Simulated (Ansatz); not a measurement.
Relaxation of CH₃BFNS (8 atoms, charge 0, multiplicity 1), to a largest force component of 0.02 eV/Å in at most 50 steps.

The calculation used RKS PBE-D4/def2-SVP in Ansatz.

```xyz
8
Properties=species:S:1:pos:R:3
N -0.298 1.380 0.500
C 0.454 0.425 0.563
F 1.357 0.379 1.538
B 0.447 -0.726 -0.481
S -0.902 -0.717 -1.881
H -0.296 2.210 1.170
H 1.145 -1.647 -0.390
H -1.815 -1.362 -1.075
```

Where does it end, and by what steps?

The run converged. After 15 steps the energy has fallen by 1.561 eV; H8 moved furthest, 1.20 Å.

```
step  energy less start (eV)  largest force component (eV/Å)  accepted
   0                  0.0000                           4.541       yes
   1                 -0.3227                           1.361       yes
   2                 -0.5355                           0.767       yes
   3                 -0.7308                           1.436       yes
   4                 -0.9903                           1.655       yes
   5                 -1.2797                           1.100       yes
   6                 -1.4707                           0.606       yes
   7                 -1.5057                           0.383       yes
   8                 -1.5215                           0.497       yes
   9                 -1.5360                           0.214       yes
  10                 -1.5469                           0.210       yes
  11                 -1.5529                           0.401       yes
  12                 -1.5590                           0.132       yes
  13                 -1.5596                           0.141       yes
  14                 -1.5604                           0.072       yes
  15                 -1.5606                           0.009       yes
```

```xyz
8
Properties=species:S:1:pos:R:3
N -0.629 1.134 0.522
C 0.372 0.350 0.496
F 1.455 0.543 1.303
B 0.471 -0.913 -0.463
S -0.891 -1.259 -1.540
H -0.510 1.900 1.209
H 1.441 -1.636 -0.482
H -1.617 -0.177 -1.100
```

Time of the run: 9.8 s on 2 threads of AMD EPYC 9R45 96-Core Processor (Zen 5) (shared host), peak memory 0.19 GiB.
